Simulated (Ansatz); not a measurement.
## Reading a saddle point

A first-order saddle point of BH₅ClOF, singlet, PBE0-D4/def2-TZVP, with one imaginary mode of 740i cm⁻¹:

B1  (-0.820, -0.141, -0.638)
Cl2  (1.242, -0.218, -1.318)
H3  (-1.273, -1.127, -1.136)
H4  (-1.105, 0.950, -1.023)
H5  (0.371, 0.449, 1.135)
O6  (-0.665, -0.195, 0.810)
H7  (1.536, 0.467, -0.085)
F8  (1.356, 0.911, 1.111)
H9  (-0.642, -1.096, 1.145)
(Å)

Ansatz 0.2.0; basis: def2-TZVPP and def2-QZVPP; cores frozen in the correlated methods. Extrapolation: Hartree–Fock as exp(−7.88 √X), correlation as X^−2.97.

Problem. Which contacts change along the imaginary mode, and what lies on either side? (Judge from chemistry; the calculation decides.)

Solution. Computed: The step is BH₂Cl ([BH2][Cl]) + H₂O + HF → BH₃O ([BH2][OH]) + HCl + HF, with the molecules in contact on both sides. Shortening one way: B1–O6, Cl2–H7, H5–F8; lengthening the same way: B1–Cl2, H5–O6, H7–F8.
```csv
pair,one side (Å),saddle (Å),other side (Å)
B1–O6,1.59,1.46,1.37
Cl2–H7,1.98,1.44,1.30
H5–F8,1.66,1.09,0.95
B1–Cl2,1.89,2.17,3.24
H5–O6,0.99,1.26,1.64
H7–F8,0.96,1.29,1.88
```

Problem. Which side is lower, and how far does the saddle lie above each? (To be estimated.)

Solution. By the calculation: The side with B1–Cl2, H5–O6, H7–F8 short is lower by 0.117 eV; the saddle lies 0.626 eV above it and 0.509 eV above the other (CCSD(T) at an estimated basis limit (MP2 extrapolated from triple and quadruple zeta, plus CCSD(T) − MP2 in triple zeta); electronic energies).

No T1 diagnostic of these runs exceeds 0.011.

Labels in which every atom is bracketed show which atoms are joined, not bond orders.

For scale, one of the runs: CCSD(T)/def2-TZVPP, 205 basis functions (an equivalent command: `ansatz run in.yaml --threads 4`). The run took 33 s on 4 CPU threads (shared host), with 2.8 GiB of host memory at its peak.
